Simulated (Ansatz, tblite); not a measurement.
Isomers of Li$_{5}$H$_{8}$⁺ (singlet), found by a short tight-binding search and relaxed with r2SCAN-D4/def2-TZVP in Ansatz.

The xTB rows come from tblite. Correlated methods freeze no core orbitals; core or outer-core shells of Li are correlated, in sets that lack core-valence functions.

Other spin states weren't relaxed.

A:

Cartesian coordinates in Å:
```
Li -0.570 -0.955 2.123
Li 1.533 -0.105 -0.010
Li -0.279 1.264 0.875
Li 0.551 0.974 -2.115
Li -1.223 -1.069 -0.807
H 0.825 -0.069 1.623
H 0.674 1.491 -4.136
H 0.360 -0.712 -1.501
H -1.321 -2.161 3.658
H 0.801 1.559 -0.510
H 0.779 2.161 -3.818
H -1.524 -0.286 0.745
H -0.607 -2.094 3.872
```

B:

Cartesian coordinates in Å:
```
Li 0.047 1.133 -0.493
Li -1.507 -0.147 0.880
Li -1.947 0.836 -2.056
Li 0.730 -1.327 1.276
Li -0.391 -1.685 -1.482
H -1.835 1.094 -0.355
H 2.273 -1.890 2.560
H -0.659 -1.848 0.252
H 0.923 2.910 -1.220
H -0.361 -0.019 -2.063
H 0.411 3.178 -0.744
H 2.019 -2.566 2.364
H 0.297 0.332 1.079
```

Problem. Estimate which lies lowest at each level, and how far above it the others are (eV).

Solution. 
```
              level     A     B
           GFN1-xTB  0.00  0.06
           GFN2-xTB  0.00  0.01
      HF/def2-TZVPP  0.00  0.04
   PBE-D4/def2-TZVP  0.00  0.02
r2SCAN-D4/def2-TZVP  0.00  0.01
   B97M-V/def2-TZVP  0.00  0.01
  PBE0-D4/def2-TZVP  0.00  0.01
  ωB97M-V/def2-TZVP  0.00  0.01
     MP2/def2-TZVPP  0.00  0.02
    CCSD/def2-TZVPP  0.00  0.02
 CCSD(T)/def2-TZVPP  0.00  0.02
```
Point groups (tolerance 0.1 Å): A not assigned, B not assigned. A and B have the same bonds, so they are conformers or stereoisomers. Lower isomers may exist.
